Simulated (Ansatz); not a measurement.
Consider the cleavage of the Si–Ge bond: `F[SiH2][GeH2][SiH3]` + `SS` → `F[SiH2]SS` + `[SiH3][GeH3]`.

Program: Ansatz. Geometries: PBE0-D4/def2-TZVP. ΔE: electronic, gas phase. CCSD(T)/CBS is the MP2 limit (def2-TZVPP, def2-QZVPP) plus CCSD(T) − MP2 in def2-TZVPP, frozen cores. This one scheme is used for every species. Functionals use def2-TZVPP. B3LYP here is the variant with VWN-RPA as its local correlation; programs differ in this. For Ge outer-core shells are correlated without core-valence functions, which leaves a few kJ/mol of doubt a bond. Scalar relativity is left out up to krypton. One conformer a species, not always the lowest.

`F[SiH2][GeH2][SiH3]`:

Z-matrix (Å, degrees):
```
Si
Ge 1 2.379
F 1 1.607 2 108.9
H 1 1.486 2 112.5 3 119.2
H 1 1.486 2 110.8 3 -118.2
Si 2 2.379 1 111.1 3 51.3
H 2 1.541 1 107.8 3 171.8
H 2 1.540 1 110.0 3 -71.0
H 6 1.487 2 109.4 1 56.6
H 6 1.486 2 109.7 1 -63.0
H 6 1.487 2 110.6 1 176.6
```

`SS`:

Cartesian coordinates in Å:
```
S -0.848 0.685 0.279
S 1.047 0.229 -0.343
H -1.529 -0.181 -0.495
H 1.329 -0.732 0.558
```

`F[SiH2]SS`:

Cartesian coordinates in Å:
```
F 2.085 -0.915 -0.827
Si 0.572 -0.536 -0.476
S 0.540 1.461 0.277
S -1.511 1.280 0.456
H -0.228 -0.622 -1.714
H 0.095 -1.468 0.569
H -1.553 0.800 1.714
```

`[SiH3][GeH3]`:

```xyz
8

Si    0.631   -0.887    0.506
Ge   -0.619    0.871   -0.496
H     0.425   -0.885    1.978
H     2.080   -0.710    0.223
H     0.193   -2.199   -0.038
H    -2.121    0.693   -0.217
H    -0.408    0.883   -2.019
H    -0.181    2.234    0.064
```

```tsv
level	ΔE (kJ/mol)	difference from CCSD(T)/CBS
PBE-D4	-46.5	4.0
PBE0-D4	-47.9	2.6
ωB97M-V	-53.5	-3.0
B2PLYP	-50.3	0.2
PBE	-45.3	5.2
PBE0	-47.2	3.3
B3LYP	-44.9	5.6
HF/def2-TZVPP	-48.8	1.7
MP2/def2-TZVPP	-57.5	-7.0
SCS-MP2/def2-TZVPP	-54.6	-4.1
CCSD/def2-TZVPP	-48.1	2.4
CCSD(T)/def2-TZVPP	-50.2	0.3
SCS-MP2/def2-QZVPP	-55.2	-4.7
HF/CBS(def2)	-48.8	1.7
MP2/CBS(def2)	-57.8	-7.3
CCSD/CBS(def2)	-48.4	2.1
CCSD(T)/CBS	-50.5	0
```

Largest T1 diagnostic among the species: 0.012.
